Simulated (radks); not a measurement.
Initial-state core-level shifts of the germanium ion Ge+ when its valence configuration changes from [Ar] 3d10 4s2 4p1. Calculated with a radial shooting solver on a logarithmic mesh with Libxc functionals: Dirac Kohn-Sham, PBEsol, spin-unpolarised, spherical densities, finite nucleus; open shells are shared between the two j in proportion to 2j + 1; Fermi nuclear charge, rms radius 4.0742 fm. Shifts are changes of the shell-averaged eigenvalues in eV (positive: less bound); the change of the density at the nucleus, which sets a Mossbauer isomer shift, is in e/bohr^3, on a base of 3.166e+04.

| valence | 1s | 2s | 2p | 3s | density at nucleus |
|---|---|---|---|---|---|
| 3d8 4s2 4p3 | -25.351 | -27.938 | -27.720 | -22.818 | +24.602 |
| 3d10 4p3 | -3.521 | -3.370 | -3.368 | -3.489 | -38.090 |
| 3d9 4s2 4p2 | -12.229 | -13.420 | -13.315 | -11.213 | +11.641 |
| 3d10 4s1 4p2 | -1.806 | -1.729 | -1.729 | -1.787 | -18.453 |
| 3d8.5 4s1.5 4p3 | -19.483 | -21.325 | -21.161 | -17.762 | +6.553 |
| 3d8.5 4s0.5 4p4 | -21.039 | -22.836 | -22.667 | -19.299 | -17.088 |
| 3d9 4s1 4p3 | -13.885 | -15.020 | -14.911 | -12.847 | -9.888 |
| 3d9 4s0.5 4p3.5 | -14.685 | -15.794 | -15.683 | -13.638 | -21.072 |
| 3d8.5 4s1 4p3.5 | -20.269 | -22.088 | -21.922 | -18.538 | -5.134 |
